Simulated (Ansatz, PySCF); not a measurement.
C2H7BO2Si, SMILES [SiH3]/C=C/B(O)O. Atoms are numbered in the order given.

```xyz
13

Si     2.6109    -0.2012     0.4259
C      0.7431    -0.3270     0.4637
C     -0.0863     0.2996    -0.3905
B     -1.6553     0.1967    -0.3574
O     -2.3431    -0.5715     0.5355
O     -2.3570     0.9149    -1.2711
H      3.1277     0.3483     1.7183
H      3.0208     0.6950    -0.6960
H      3.2253    -1.5524     0.2357
H      0.3074    -0.9644     1.2514
H      0.3548     0.9346    -1.1708
H     -1.7709    -1.0500     1.1423
H     -3.3067     0.7856    -1.1684
```

Coordinates come from a PBE0-D3(BJ)/def2-SVP optimisation. The structure was generated by enumeration; whether it is a known compound was not checked. The values are those of a single conformer.

Two levels are set side by side: PBE-D3(BJ)/def2-SVP (Ansatz, a first-principles code) and PBE0-D3(BJ)/def2-SVP (Ansatz). Each level has its own optimised geometry; the coordinates shown are those of the second. Frequencies come from the Hessian of PySCF at each geometry. Differences are taken from unrounded values.

| quantity | PBE0-D3(BJ) |
|---|---|
| mean bond length (Å) | 1.344 |
| bond Si1–C2 (Å) | 1.872 |
| bond C2–C3 (Å) | 1.345 |
| bond C3–B4 (Å) | 1.573 |
| bond B4–O5 (Å) | 1.364 |
| bond B4–O6 (Å) | 1.358 |
| bond Si1–H7 (Å) | 1.496 |
| bond Si1–H8 (Å) | 1.493 |
| bond Si1–H9 (Å) | 1.496 |
| bond C2–H10 (Å) | 1.103 |
| bond C3–H11 (Å) | 1.099 |
| bond O5–H12 (Å) | 0.962 |
| bond O6–H13 (Å) | 0.964 |
| highest harmonic wavenumber (cm⁻¹) | 3920 |
| mean harmonic wavenumber (cm⁻¹) | 1228 |
| zero-point energy (kcal/mol) | 57.92 |

### Question
What does PBE-D3(BJ) give, and how far is it from PBE0-D3(BJ)? (Estimate from the structure and the level; the computed values follow.)

### Answer

```json
[
 {"quantity": "mean bond length (Å)", "PBE-D3(BJ)": "1.354", "PBE-D3(BJ) minus PBE0-D3(BJ)": "0.010"},
 {"quantity": "bond Si1–C2 (Å)", "PBE-D3(BJ)": "1.880", "PBE-D3(BJ) minus PBE0-D3(BJ)": "0.008"},
 {"quantity": "bond C2–C3 (Å)", "PBE-D3(BJ)": "1.356", "PBE-D3(BJ) minus PBE0-D3(BJ)": "0.011"},
 {"quantity": "bond C3–B4 (Å)", "PBE-D3(BJ)": "1.576", "PBE-D3(BJ) minus PBE0-D3(BJ)": "0.003"},
 {"quantity": "bond B4–O5 (Å)", "PBE-D3(BJ)": "1.376", "PBE-D3(BJ) minus PBE0-D3(BJ)": "0.012"},
 {"quantity": "bond B4–O6 (Å)", "PBE-D3(BJ)": "1.370", "PBE-D3(BJ) minus PBE0-D3(BJ)": "0.012"},
 {"quantity": "bond Si1–H7 (Å)", "PBE-D3(BJ)": "1.507", "PBE-D3(BJ) minus PBE0-D3(BJ)": "0.011"},
 {"quantity": "bond Si1–H8 (Å)", "PBE-D3(BJ)": "1.504", "PBE-D3(BJ) minus PBE0-D3(BJ)": "0.010"},
 {"quantity": "bond Si1–H9 (Å)", "PBE-D3(BJ)": "1.507", "PBE-D3(BJ) minus PBE0-D3(BJ)": "0.011"},
 {"quantity": "bond C2–H10 (Å)", "PBE-D3(BJ)": "1.112", "PBE-D3(BJ) minus PBE0-D3(BJ)": "0.009"},
 {"quantity": "bond C3–H11 (Å)", "PBE-D3(BJ)": "1.107", "PBE-D3(BJ) minus PBE0-D3(BJ)": "0.008"},
 {"quantity": "bond O5–H12 (Å)", "PBE-D3(BJ)": "0.973", "PBE-D3(BJ) minus PBE0-D3(BJ)": "0.012"},
 {"quantity": "bond O6–H13 (Å)", "PBE-D3(BJ)": "0.976", "PBE-D3(BJ) minus PBE0-D3(BJ)": "0.012"},
 {"quantity": "highest harmonic wavenumber (cm⁻¹)", "PBE-D3(BJ)": "3738", "PBE-D3(BJ) minus PBE0-D3(BJ)": "-181"},
 {"quantity": "mean harmonic wavenumber (cm⁻¹)", "PBE-D3(BJ)": "1185", "PBE-D3(BJ) minus PBE0-D3(BJ)": "-43"},
 {"quantity": "zero-point energy (kcal/mol)", "PBE-D3(BJ)": "55.91", "PBE-D3(BJ) minus PBE0-D3(BJ)": "-2.01"}
]
```

Exact exchange shortens and stiffens bonds; PBE has none. Differences between two approximate levels are no errors against the true value.
